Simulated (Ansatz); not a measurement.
Born–Oppenheimer molecular dynamics of F₅H₃OSW (11 atoms, charge 0, multiplicity 1). It starts at the highest image of a converged band. Of that band: Neighbouring images differ by up to 1.6 eV, so the band resolves the path poorly. A vibrational analysis at the climbing image gives one clearly imaginary mode, 1459i cm⁻¹: a first-order saddle point.

Computed with RHF/def2-SVP (Ansatz 0.2.0).

| Property | Result |
| --- | --- |
| ensemble | NVE (velocity Verlet) |
| time step | 0.5 fs |
| steps asked | 200 |
| starting velocities drawn for | 100 K |
| seed | 2613 |

Frames 5 fs apart, positions in Å, forces in eV/Å.

Velocities at 0 fs (Å/ps):

```
W -0.08 0.59 0.43
F 0.68 1.54 2.56
F 0.63 -2.38 -0.63
F -2.09 -0.60 0.51
F 1.12 -2.91 -1.09
O -0.54 -0.17 0.06
H -4.56 -5.40 11.37
F 1.42 1.51 -3.15
S -0.63 -0.76 -1.38
H 12.52 -12.36 9.85
H 1.38 -9.09 -22.30
```

```xyz
11
Properties=species:S:1:pos:R:3:forces:R:3 time_fs=0 energy_less_start_eV=0.000 T=100
W 0.220 0.159 -0.144 0.00 0.00 0.01
F -0.355 0.438 1.900 0.00 0.00 0.00
F 1.828 0.012 -1.047 0.00 0.00 0.00
F -0.384 1.899 -0.139 0.00 0.00 0.00
F -1.503 -0.496 0.022 0.00 0.00 0.00
O 0.725 -1.446 0.598 0.00 0.00 0.01
H 0.260 -1.916 1.282 0.00 0.00 0.00
F -0.295 0.085 -1.908 0.00 0.00 0.00
S 1.941 1.460 1.367 0.00 0.00 0.00
H 2.755 0.441 1.658 0.00 0.00 0.00
H 0.648 1.004 2.135 0.00 0.00 0.00
11
Properties=species:S:1:pos:R:3:forces:R:3 time_fs=5 energy_less_start_eV=0.047 T=60
W 0.220 0.161 -0.142 0.19 -0.45 -0.84
F -0.352 0.445 1.912 -0.21 -0.19 -0.20
F 1.831 0.000 -1.049 -0.21 0.02 0.14
F -0.394 1.896 -0.137 0.02 0.00 0.05
F -1.497 -0.511 0.016 0.02 0.11 0.04
O 0.721 -1.449 0.601 0.32 0.51 -0.46
H 0.270 -1.908 1.287 -0.32 -0.33 0.45
F -0.287 0.092 -1.923 0.07 0.04 0.46
S 1.940 1.454 1.360 0.71 -0.23 -0.13
H 2.770 0.434 1.687 -0.34 0.37 -0.22
H 0.645 0.966 2.060 -0.24 0.15 0.70
11
Properties=species:S:1:pos:R:3:forces:R:3 time_fs=10 energy_less_start_eV=0.008 T=93
W 0.220 0.164 -0.141 0.72 -0.57 -1.37
F -0.351 0.450 1.923 -0.06 0.04 0.29
F 1.831 -0.011 -1.051 -0.28 0.04 0.20
F -0.405 1.893 -0.133 -0.04 0.02 0.09
F -1.491 -0.523 0.011 -0.07 0.20 0.16
O 0.717 -1.448 0.604 -0.41 -0.24 0.77
H 0.260 -1.920 1.313 0.42 0.44 -0.74
F -0.279 0.100 -1.932 0.07 0.08 0.66
S 1.942 1.449 1.352 -0.31 0.78 -0.39
H 2.745 0.469 1.681 0.54 -0.70 0.07
H 0.582 0.956 2.127 -0.59 -0.08 0.27
11
Properties=species:S:1:pos:R:3:forces:R:3 time_fs=15 energy_less_start_eV=-0.106 T=191
W 0.221 0.165 -0.142 1.73 -0.30 -1.82
F -0.353 0.456 1.937 -1.78 -0.62 0.66
F 1.828 -0.023 -1.050 -0.21 -0.01 0.17
F -0.415 1.890 -0.129 -0.19 0.01 0.14
F -1.486 -0.534 0.009 -0.23 0.26 0.41
O 0.713 -1.445 0.609 0.35 0.52 -0.37
H 0.269 -1.914 1.289 -0.37 -0.46 0.49
F -0.270 0.110 -1.933 0.02 0.12 0.54
S 1.945 1.446 1.342 0.83 -0.64 -0.19
H 2.785 0.411 1.667 -0.60 0.71 -0.40
H 0.393 0.932 2.266 0.46 0.41 0.37
11
Properties=species:S:1:pos:R:3:forces:R:3 time_fs=20 energy_less_start_eV=-0.136 T=217
W 0.224 0.166 -0.145 1.69 0.01 -0.95
F -0.374 0.455 1.960 -0.59 0.42 1.75
F 1.823 -0.034 -1.046 0.11 -0.06 0.02
F -0.428 1.888 -0.123 -0.23 -0.03 0.12
F -1.484 -0.541 0.011 -0.22 0.30 0.42
O 0.709 -1.439 0.616 -0.01 -0.05 0.23
H 0.254 -1.943 1.282 0.02 0.04 -0.12
F -0.261 0.120 -1.927 -0.12 0.12 0.19
S 1.951 1.442 1.329 -0.70 0.81 -0.61
H 2.748 0.444 1.585 0.70 -0.84 0.09
H 0.265 0.976 2.466 -0.64 -0.73 -1.15
11
Properties=species:S:1:pos:R:3:forces:R:3 time_fs=25 energy_less_start_eV=-0.193 T=267
W 0.229 0.168 -0.149 1.47 0.20 -0.22
F -0.409 0.454 1.999 -2.70 -1.56 -0.45
F 1.818 -0.046 -1.043 0.42 -0.14 -0.16
F -0.445 1.885 -0.115 -0.24 -0.13 0.15
F -1.485 -0.544 0.018 -0.09 0.37 0.39
O 0.706 -1.433 0.625 -0.27 -0.43 0.53
H 0.233 -1.977 1.259 0.27 0.41 -0.45
F -0.254 0.132 -1.919 -0.25 0.13 -0.22
S 1.955 1.440 1.313 0.30 -0.83 -0.45
H 2.795 0.379 1.499 -0.47 0.70 -0.17
H 0.112 0.956 2.516 1.58 1.29 1.05
11
Properties=species:S:1:pos:R:3:forces:R:3 time_fs=30 energy_less_start_eV=-0.314 T=371
W 0.236 0.169 -0.154 0.72 0.23 0.65
F -0.465 0.445 2.045 0.18 0.93 1.47
F 1.819 -0.060 -1.042 0.62 -0.19 -0.28
F -0.464 1.880 -0.106 -0.14 -0.26 0.15
F -1.486 -0.543 0.031 0.20 0.41 0.22
O 0.703 -1.428 0.636 0.56 0.57 -0.65
H 0.217 -1.980 1.211 -0.59 -0.51 0.65
F -0.249 0.146 -1.914 -0.32 0.11 -0.49
S 1.959 1.435 1.293 -0.75 0.08 -0.56
H 2.788 0.410 1.387 0.34 -0.26 0.06
H 0.098 1.010 2.571 -0.81 -1.11 -1.22
11
Properties=species:S:1:pos:R:3:forces:R:3 time_fs=35 energy_less_start_eV=-0.449 T=485
W 0.244 0.171 -0.158 0.35 0.12 0.66
F -0.529 0.438 2.101 -0.59 -0.18 0.01
F 1.828 -0.076 -1.044 0.52 -0.21 -0.29
F -0.484 1.872 -0.094 -0.06 -0.33 0.21
F -1.486 -0.537 0.046 0.39 0.42 0.09
O 0.702 -1.423 0.646 -0.44 -0.44 0.36
H 0.160 -1.994 1.200 0.36 0.54 -0.38
F -0.249 0.162 -1.915 -0.27 0.10 -0.50
S 1.959 1.428 1.269 -0.56 -0.35 -0.51
H 2.833 0.414 1.281 -0.04 0.17 0.08
H 0.072 0.987 2.513 0.34 0.16 0.26
11
Properties=species:S:1:pos:R:3:forces:R:3 time_fs=40 energy_less_start_eV=-0.502 T=531
W 0.253 0.172 -0.161 0.23 0.02 0.14
F -0.598 0.432 2.159 -0.35 -0.21 -0.23
F 1.843 -0.095 -1.049 0.18 -0.20 -0.19
F -0.506 1.860 -0.080 0.04 -0.33 0.28
F -1.480 -0.525 0.062 0.48 0.35 -0.03
O 0.699 -1.419 0.656 -0.14 0.04 -0.06
H 0.115 -1.959 1.176 0.00 0.06 0.08
F -0.252 0.178 -1.922 -0.11 0.07 -0.24
S 1.954 1.420 1.241 -0.43 -0.47 -0.40
H 2.880 0.439 1.196 -0.31 0.35 0.10
H 0.068 0.955 2.487 0.42 0.31 0.55
11
Properties=species:S:1:pos:R:3:forces:R:3 time_fs=45 energy_less_start_eV=-0.495 T=526
W 0.262 0.174 -0.164 0.26 -0.05 -0.58
F -0.666 0.427 2.217 1.94 1.17 0.63
F 1.860 -0.116 -1.057 -0.21 -0.17 -0.05
F -0.527 1.844 -0.062 0.13 -0.25 0.32
F -1.468 -0.508 0.078 0.39 0.23 -0.10
O 0.693 -1.414 0.665 0.17 0.36 -0.32
H 0.071 -1.909 1.170 -0.34 -0.32 0.41
F -0.256 0.196 -1.931 0.09 0.04 0.09
S 1.944 1.410 1.211 -1.29 0.57 -0.11
H 2.893 0.509 1.131 0.49 -0.56 0.01
H 0.083 0.921 2.534 -1.63 -1.03 -0.32
11
Properties=species:S:1:pos:R:3:forces:R:3 time_fs=50 energy_less_start_eV=-0.531 T=557
W 0.271 0.176 -0.168 0.68 -0.10 -1.28
F -0.725 0.426 2.277 -1.24 -0.87 -0.75
F 1.874 -0.140 -1.066 -0.50 -0.16 0.02
F -0.546 1.825 -0.040 0.14 -0.05 0.35
F -1.452 -0.489 0.093 0.05 0.06 -0.04
O 0.686 -1.408 0.674 -0.87 -0.47 0.63
H 0.020 -1.873 1.201 0.72 0.39 -0.44
F -0.260 0.213 -1.940 0.23 0.02 0.29
S 1.927 1.401 1.179 0.09 -0.40 0.00
H 2.957 0.504 1.075 -0.82 0.56 0.08
H -0.020 0.827 2.627 1.53 1.01 1.14
11
Properties=species:S:1:pos:R:3:forces:R:3 time_fs=55 energy_less_start_eV=-0.601 T=616
W 0.282 0.178 -0.173 0.66 -0.23 -1.46
F -0.782 0.425 2.336 0.89 0.27 0.54
F 1.883 -0.166 -1.075 -0.58 -0.16 0.06
F -0.564 1.805 -0.014 0.19 0.14 0.30
F -1.435 -0.470 0.107 -0.28 -0.10 -0.02
O 0.673 -1.404 0.686 0.41 0.32 -0.30
H 0.025 -1.826 1.218 -0.46 -0.43 0.48
F -0.260 0.232 -1.945 0.29 0.03 0.34
S 1.909 1.393 1.148 -1.28 1.16 0.41
H 2.903 0.565 1.030 0.78 -0.81 -0.13
H -0.085 0.787 2.814 -0.63 -0.19 -0.24
```

Of the whole run (100 fs, mean temperature of the second half 620 K): The conserved energy stayed within 0.13 meV per atom of its start (net change -0.077 meV per atom), so the integration is sound. The kinetic energy rose, since the run started high on the potential surface and went downhill. It ends in pieces (F4H2OSW + FH), so much of that is their flight and rotation, not heat. A run of 0.1 ps of so small a system gives no equilibrium averages. The orbitals stay closed-shell, which can raise the energy where a bond breaks towards radicals; this wasn't checked here.

Time of the run: 7.1 min on 4 threads of Arm Neoverse V1, on a shared host, peak memory 0.46 GiB.
